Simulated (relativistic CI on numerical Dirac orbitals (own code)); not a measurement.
# Slater and spin-orbit integrals, Pb LXXXI

Method of calculation: Dirac-Coulomb-Breit CI, KLI orbitals optimised for each configuration, model QED, unscaled Slater integrals (own radial code, finite nucleus).

Slater integrals F^k, G^k are unscaled and averaged over j, outside the closed core (none); ζ comes from projecting the Hamiltonian with its Breit term on Σ l·s of the shell.

- 1s.2s: G^0(1s,2s) = 582610 cm⁻¹; <r>(1s) = 0.0159, <r^2>(1s) = 0.0003501, <r>(2s) = 0.06345, <r^2>(2s) = 0.00481 (bohr units).
- 1s.2p: G^1(1s,2p) = 855650, ζ(2p) = 1.3602e+07 cm⁻¹; <r>(1s) = 0.0159, <r^2>(1s) = 0.0003501, <r>(2p) = 0.05671, <r^2>(2p) = 0.003935 (bohr units).
- 1s.3s: G^0(1s,3s) = 150080 cm⁻¹; <r>(1s) = 0.01589, <r^2>(1s) = 0.0003496, <r>(3s) = 0.1485, <r^2>(3s) = 0.02531 (bohr units).

Averages of the first 10 configurations, taken without configuration mixing, which lowers the lowest level and can move excited configurations by several eV; other configurations of the list can lie among them:

```tsv
Configuration	Parity	States	Average energy above the lowest level (eV)
1s2	even	1	0.8
1s.2s	even	4	74014.1
1s.2p	odd	12	75801.3
1s.3s	even	4	88479.0
1s.3p	odd	12	89008.4
1s.3d	even	20	89388.5
1s.4s	even	4	93419.9
1s.4p	odd	12	93640.7
1s.4d	even	20	93800.6
1s.4f	odd	28	93859.3
```
